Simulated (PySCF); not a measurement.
**How methods differ on the excitation energy of Mo⁺**

Mo⁺ [Kr] 4d5 (6S) → Mo⁺ [Kr] 4d4 5p1 (high-spin determinant), as a difference of total energies. Calculation: PySCF 2.14, in def2-TZVPPD with the def2 core potential (28 electrons); a scalar-relativistic core potential. Correlated levels: valence: 4s2 4p6 frozen. The calculations carry no spin-orbit coupling.

```csv
method,excitation energy (eV)
UHF,5.593
MP2 (valence),5.948
SCS-MP2 (valence),5.711
CCSD (valence),5.927
CCSD(T) (valence),5.930
```

Q: How much does correlation contribute at CCSD(T) (valence)?

A: 5.930 − (5.593) = 0.337 eV, measured against UHF.

The determinant of the upper state mixes LS terms, which raises its energy above the lowest term, most at the Hartree-Fock and MP2 levels.
